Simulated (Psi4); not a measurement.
Pd, singlet (core potentials on Pd). Base run: Psi4 with HF/def2-SVP.

Input for Psi4:
```
memory 2 GB

molecule mol {
0 1
Pd    0.000000    0.000000    0.000000
}

set {
  basis def2-svp
  reference rhf
}

energy('scf')
print_variables()
```

Each row names what was changed in the base input (with any setting that the change needs).

```json
[
 {"change": "base", "ΔE vs base (mEh)": "0.000", "SCF cycles": "10", "basis functions": "31", "outcome": "converged"},
 {"change": "df_basis_scf = cc-pvqz-jkfit", "ΔE vs base (mEh)": "-", "SCF cycles": "-", "basis functions": "31", "outcome": "input refused"},
 {"change": "scf_initial_accelerator = none", "ΔE vs base (mEh)": "0.000", "SCF cycles": "11", "basis functions": "31", "outcome": "converged"},
 {"change": "level_shift = 0.3", "ΔE vs base (mEh)": "0.000", "SCF cycles": "11", "basis functions": "31", "outcome": "converged"},
 {"change": "guess = modhuckel", "ΔE vs base (mEh)": "0.000", "SCF cycles": "7", "basis functions": "31", "outcome": "converged"},
 {"change": "puream = false", "ΔE vs base (mEh)": "-0.196", "SCF cycles": "8", "basis functions": "36", "outcome": "converged"},
 {"change": "d_convergence = 1e-4", "ΔE vs base (mEh)": "0.000", "SCF cycles": "8", "basis functions": "31", "outcome": "converged"},
 {"change": "guess = sapgau", "ΔE vs base (mEh)": "0.000", "SCF cycles": "12", "basis functions": "31", "outcome": "converged"},
 {"change": "level_shift = 1.0", "ΔE vs base (mEh)": "0.000", "SCF cycles": "7", "basis functions": "31", "outcome": "converged"},
 {"change": "scf_type = mem_df", "ΔE vs base (mEh)": "0.000", "SCF cycles": "10", "basis functions": "31", "outcome": "converged"},
 {"change": "e_convergence = 1e-4", "ΔE vs base (mEh)": "0.000", "SCF cycles": "10", "basis functions": "31", "outcome": "converged"},
 {"change": "puream = true", "ΔE vs base (mEh)": "0.000", "SCF cycles": "10", "basis functions": "31", "outcome": "converged"},
 {"change": "d_convergence = 1e-10", "ΔE vs base (mEh)": "0.000", "SCF cycles": "14", "basis functions": "31", "outcome": "converged"}
]
```

- df_basis_scf = cc-pvqz-jkfit: ended with `psi4.driver.qcdb.exceptions.BasisSetNotFound: BasisSet::construct: Unable to find a basis set for atom 1 for key JKFIT among:`
